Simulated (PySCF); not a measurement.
Ga(Cl)(vinyl)(OH) (C2H4ClGaO), SMILES C=[CH][Ga]([OH])[Cl]. Atoms are numbered in the order given.

```xyz
9

Ga     0.1326     0.0079     0.0000
Cl    -0.6142     2.0441     0.0000
C     -0.9974    -1.5649     0.0000
C     -0.4645    -2.7953     0.0000
H     -2.0870    -1.4486     0.0000
H     -1.0899    -3.6968     0.0000
H      0.6183    -2.9617     0.0000
O      1.9083    -0.1736     0.0000
H      2.3938     0.6615     0.0000
```
Charge 0, spin multiplicity 1.

Geometry optimised at B3LYP-D3(BJ)/def2-SVP. The structure was generated by enumeration; whether it is a known compound was not checked. The values are those of a single conformer.

Two levels are set side by side: PBE/pcSseg-1 (PySCF) and B3LYP/pcSseg-1 (PySCF). GIAO shifts against H2O (¹⁷O), HCl (³⁵Cl), TMS (¹H), TMS (¹³C) at the same level; non-relativistic, no solvent, atoms listed together averaged. Without spin–orbit terms, shifts of atoms bonded to Cl or Br come out too high at both levels. Differences are taken from unrounded values.

| quantity | B3LYP | PBE | PBE minus B3LYP |
|---|---|---|---|
| δ(³⁵Cl) of Cl2 (ppm) | 44.0 | 76.2 | 32.3 |
| δ(¹³C) of C3 (ppm) | 143.4 | 142.8 | -0.6 |
| δ(¹³C) of C4 (ppm) | 155.3 | 152.9 | -2.4 |
| δ(¹H) of H5 (ppm) | 6.47 | 6.58 | 0.12 |
| δ(¹⁷O) of O8 (ppm) | 91.1 | 107.2 | 16.1 |
| δ(¹H) of H9 (ppm) | 3.02 | 3.28 | 0.26 |

Rough cost on one machine, each run with all the roots and properties that it gave: B3LYP against PBE within a factor of 2.
